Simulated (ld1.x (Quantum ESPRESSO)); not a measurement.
# Varying the RRKJ potential for technetium (Tc)

Base potential:

```
Element                 : Tc (Z = 43)
Generator               : ld1.x (Quantum ESPRESSO) 7.5
Type                    : norm-conserving RRKJ (Kleinman–Bylander form)
Functional              : PBEsol
Relativity              : scalar-relativistic
Frozen core             : [Ar] 3d10
Valence charge          : 15
Reference configuration : 4s2 4p6 4d5 5s1.5 5p0.5
Partial waves           : 4s (bound): rc 0.95 bohr; 4p (bound): rc 1.55 bohr; 4d (bound): rc 1.45 bohr
Local potential         : all-electron potential smoothed inside 1.50 bohr (lloc = -1)
Core correction         : none
rho0                    : 0.005
```

Occupied shells without a wave of their own: 5p, 5s. They enter only through the test configuration that unscreens the potential.

All-electron outer shells of the reference configuration (PBEsol, scalar-relativistic, ld1.x):

```
shell  level (eV)  outermost node (bohr)  outermost maximum (bohr)
   3p     -416.44                   0.16                      0.36
   3d     -250.63                      –                      0.31
   4s      -74.07                   0.50                      0.95
   4p      -46.06                   0.51                      1.03
   4d       -7.38                   0.50                      1.27
   5s       -5.57                   1.28                      2.72
   5p       -1.76                   1.45                      3.58
```

Cutoffs, loose and tight: the cutoffs (Ry, on a coarse ladder) from which the occupation-weighted sum of valence levels, in a spherical-Bessel basis at the reference potential, stays within 10 and 1 mRy of its value at 400 Ry. They do not see the model core or the augmentation charge, which bear on the density cutoff. Test errors are all-electron minus pseudo excitation energies from the reference, over the configurations 4s2 4p6 4d5 5s2 5p0; 4s2 4p6 4d5 5s1 5p0; 4s2 4p6 4d5 5s0 5p0; 4s2 4p6 4d4 5s2 5p1; 4s2 4p6 4d4 5s2 5p0; 4s2 4p6 4d5 5s0 5p2; 4s2 4p6 4d5 5s0 5p1. A dash means not determined; rows that change the core or the reference have their own tests.

A true bound ghost makes a file unfit for plane-wave use even where its test errors are small: the radial tests pick states by their node count and pass the ghost by. Where a test does run into it, the solver fails or the error is huge.

Cutoffs are not given where the Bessel-basis levels miss the radial ones by over 6 mRy, ghosts where they miss by over 20 mRy; a channel whose overlap is not positive is not tested.

On the changes marked as counting shells twice: ld1.x takes every shell without a wave as core, so the model core holds the marked electrons as well and exchange and correlation see them twice. This cancels in the reference configuration, but the file is broken for other ones, and its errors say nothing about a proper core correction.

| change | outcome | cutoff, loose | cutoff, tight | bound ghosts | largest test error (meV) |
| --- | --- | --- | --- | --- | --- |
| base | generated | 110 Ry | 180 Ry | none | +70 |
| wave 4d (bound): rc 1.45 bohr becomes 4d (bound): rc 1.26 bohr | generated | 110 Ry | 180 Ry | none | +70 |
| all radii scaled by about 0.93 (s 0.88, p 1.44, d 1.34 bohr); local potential all-electron potential smoothed inside 1.40 bohr (lloc = -1) | generated | 180 Ry | 230 Ry | none | -192 |
| local potential the p channel | generated | 110 Ry | 180 Ry | none | -304 |
| local potential all-electron potential smoothed inside 1.74 bohr (lloc = -1) | generated, misses its reference levels by 83.30 eV | – | – | not determined | no test is counted, since the test run did not reproduce the reference configuration |
| wave 4p (bound): rc 1.55 bohr becomes 4p (bound): rc 1.54 bohr | generated | 110 Ry | 180 Ry | none | +70 |
| type TM; local potential the p channel; rho0 0 | generated | 110 Ry | 200 Ry | none | -317 |
| reference 4s2 4p6 4d5 5s1.75 5p0.25 | generated | 110 Ry | 180 Ry | none | +82 |
| core correction a·sin(br)/r model core inside 0.52 bohr (5p, 5s counted twice) | generated | 110 Ry | 180 Ry | none | -544 |
| core [Kr], valence charge 7; reference 4d5 5s1 5p0; waves now 5s (bound): rc 2.75 bohr; 5p (bound): rc 3.45 bohr; 4d (bound): rc 1.25 bohr; local potential all-electron potential smoothed inside 1.20 bohr (lloc = -1); core correction Bessel-smoothed model core inside 1.05 bohr | generated | 70 Ry | 110 Ry | s, p | -123 over the solved tests; 1 of 7 tests not solved or not reliable |
| wave 4s (bound): rc 0.95 bohr becomes 4s (bound): rc 1.16 bohr | generated | 120 Ry | 140 Ry | none | +92 |
| functional PBE | generated | 110 Ry | 180 Ry | d | +61 |
| local potential all-electron potential smoothed inside 1.20 bohr (lloc = -1) | generated, misses its reference levels by 0.23 eV | 110 Ry | 180 Ry | none | -606 |
